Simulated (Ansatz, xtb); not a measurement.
Isomers of ClF2HSi2 in order of energy

8 gas-phase structures of ClF2HSi2, found in a search over its isomers (lower ones may exist). Each was relaxed with GFN2-xTB; where two conformers were screened, the lower at r2SCAN-D4/def2-SVP is listed:

A. `F[SiH](F)[Si]Cl`, a singlet
B. `F[Si](F)([SiH])Cl`, a triplet
C. `F[SiH](F)[Si]Cl`, a triplet
D. `F[Si](F)([SiH])Cl`, a singlet
E. a singlet given by its coordinates
F. a singlet given by its coordinates
G. `F[Si][Si@H](F)Cl`, a singlet
H. `F[Si][Si@H](F)Cl`, a triplet

E (Å):

| atom | x (Å) | y (Å) | z (Å) |
| --- | --- | --- | --- |
| Cl | 0.4851 | 1.4713 | 2.9769 |
| F | -1.2201 | 0.0820 | -1.4296 |
| F | -2.4292 | -0.5686 | 0.5156 |
| Si | -0.9049 | -0.2348 | 0.1203 |
| Si | -0.0635 | 1.6244 | 1.0258 |
| H | 1.2477 | 1.8433 | 0.3782 |

Close contacts (Å): Cl1–Si5 2.03, F2–Si4 1.61, F3–Si4 1.61, Si4–Si5 2.23, Si5–H6 1.48.

F (Å):

```
atom    x (Å)    y (Å)    z (Å)
  Cl   0.5045   0.4597   3.0604
   F  -1.3172   1.0556  -1.4766
   F   1.4656  -0.3955   0.5586
  Si  -1.4898   0.6226   0.0773
  Si   0.5061   0.8132   1.0587
   H  -2.4861   1.6437   0.4291
```

Close contacts (Å): Cl1–Si5 2.03, F2–Si4 1.62, F3–Si5 1.62, Si4–Si5 2.23, Si4–H6 1.47.

Task: Estimate their order in r2SCAN-D4/def2-SVP energy at these geometries, lowest first.

Result: Calculated order at r2SCAN-D4/def2-SVP: A (0.0), G (1.4), E (1.9), D (2.0), B (3.1), F (4.7), C (9.5), H (17.8) kcal/mol. Less than 1 kcal/mol parts G and E; E and D, so the order within those pairs means little.

Energies above the lowest of each column, in kcal/mol; the last columns are at PBE0-D3(BJ)/def2-SVP geometries and were run for some of them only (a dash: not run or not comparable):

```json
{"structure": "A", "GFN2-xTB": "0.0", "HF/STO-3G": "8.2", "r2SCAN-D4/def2-SVP": "0.0", "PBE0-D3(BJ)/def2-SVP": "0.3", "CCSD(T)/def2-SVP + ΔMP2/def2-TZVPP": "0.0"}
{"structure": "G", "GFN2-xTB": "4.1", "HF/STO-3G": "0.0", "r2SCAN-D4/def2-SVP": "1.4", "PBE0-D3(BJ)/def2-SVP": "2.1", "CCSD(T)/def2-SVP + ΔMP2/def2-TZVPP": "5.7"}
{"structure": "E", "GFN2-xTB": "11.4", "HF/STO-3G": "13.1", "r2SCAN-D4/def2-SVP": "1.9", "PBE0-D3(BJ)/def2-SVP": "7.6", "CCSD(T)/def2-SVP + ΔMP2/def2-TZVPP": "8.1"}
{"structure": "D", "GFN2-xTB": "17.5", "HF/STO-3G": "12.0", "r2SCAN-D4/def2-SVP": "2.0", "PBE0-D3(BJ)/def2-SVP": "0.0", "CCSD(T)/def2-SVP + ΔMP2/def2-TZVPP": "2.2"}
{"structure": "B", "GFN2-xTB": "–", "HF/STO-3G": "14.1", "r2SCAN-D4/def2-SVP": "3.1", "PBE0-D3(BJ)/def2-SVP": "12.7", "CCSD(T)/def2-SVP + ΔMP2/def2-TZVPP": "–"}
{"structure": "F", "GFN2-xTB": "12.4", "HF/STO-3G": "15.6", "r2SCAN-D4/def2-SVP": "4.7", "PBE0-D3(BJ)/def2-SVP": "10.9", "CCSD(T)/def2-SVP + ΔMP2/def2-TZVPP": "–"}
{"structure": "C", "GFN2-xTB": "–", "HF/STO-3G": "12.3", "r2SCAN-D4/def2-SVP": "9.5", "PBE0-D3(BJ)/def2-SVP": "–", "CCSD(T)/def2-SVP + ΔMP2/def2-TZVPP": "–"}
{"structure": "H", "GFN2-xTB": "–", "HF/STO-3G": "22.6", "r2SCAN-D4/def2-SVP": "17.8", "PBE0-D3(BJ)/def2-SVP": "–", "CCSD(T)/def2-SVP + ΔMP2/def2-TZVPP": "–"}
```

CCSD(T)/def2-SVP + ΔMP2/def2-TZVPP puts A lowest of those it was run on; HF/STO-3G picks G, PBE0-D3(BJ)/def2-SVP picks D. CCSD(T)/def2-SVP + ΔMP2/def2-TZVPP orders those it was run on as A (0.0), D (2.2), G (5.7), E (8.1) kcal/mol. Flexible structures stand in one conformer each, not always the lowest. Frequencies (PBE0-D3(BJ)/def2-SVP) were run for A, D, E, G alone. GFN2-xTB has no spin polarisation and isn't compared across spin states. Open shells are spin-unrestricted. ΔMP2 is the change of the MP2 energy from the smaller to the larger basis.

Over these structures GFN2-xTB departs from r2SCAN-D4/def2-SVP by 4.6 kcal/mol on average once a common shift is removed. A GFN2-xTB relaxation took about 0.53 s and the r2SCAN-D4/def2-SVP energy about 6.3 s on a shared host (Ansatz 0.2.0, xtb 6.7.1).
